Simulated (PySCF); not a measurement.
## Exercise with solution: chemical shift, span and skew from a shielding tensor

CH4Zn, SMILES [CH3][ZnH]. Atoms are numbered in the order given.

```xyz
6

Zn     0.0000     0.0000    -0.4276
H      0.0000     0.0000    -1.9722
C      0.0000     0.0000     1.5136
H      0.8834     0.5101     1.9065
H      0.0000    -1.0201     1.9065
H     -0.8834     0.5101     1.9065
```

Geometry: PBE0-D3(BJ)/def2-TZVP.

GIAO shieldings from PBE0/pcSseg-2 (PySCF), non-relativistic, no solvent. The symmetric part of the tensor of C3 has the principal values 193.6, 193.6, 204.1 ppm. The same nucleus in TMS has σ = 186.1 ppm at this level (PySCF, at its B3LYP-D3(BJ)/def2-TZVP geometry).

Task: Work out the isotropic shielding, the ¹³C shift against TMS, the span and the skew.

Result: 
σ(iso) = (σ11 + σ22 + σ33)/3 = 197.1 ppm. δ = σ(ref) − σ(iso) = 186.1 − (197.1) = -11.0 ppm.
Span Ω = σ33 − σ11 = 10.5 ppm. Skew κ = 3(σ(iso) − σ22)/Ω = 1.00, an axial tensor. Tumbling in solution averages the tensor to δ; in a static solid the shielding alone would spread this spin-1/2 line over Ω.
